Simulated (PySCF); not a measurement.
Excitation energy of In²⁺ by level of theory

In²⁺ [Kr] 4d10 5s1 (2S) → In²⁺ [Kr] 4d10 5d1 (2D), as a difference of total energies. All numbers are calculated (PySCF 2.14, scalar relativity through the core potential, in aug-cc-pVTZ-PP with ECP28MDF (6s5p4d2f, 55 functions)). The calculations carry no spin-orbit coupling.

```tsv
method	excitation energy (eV)
UHF	14.845
LDA	16.304
PBE	15.737
PBE0	15.598
r2SCAN	15.722
B3LYP	15.787
r2SCANh	15.697
M06	15.534
revPBE	15.539
```

The promoted electron is Rydberg-like, and one or two diffuse shells describe it only roughly, which tends to raise the upper state.
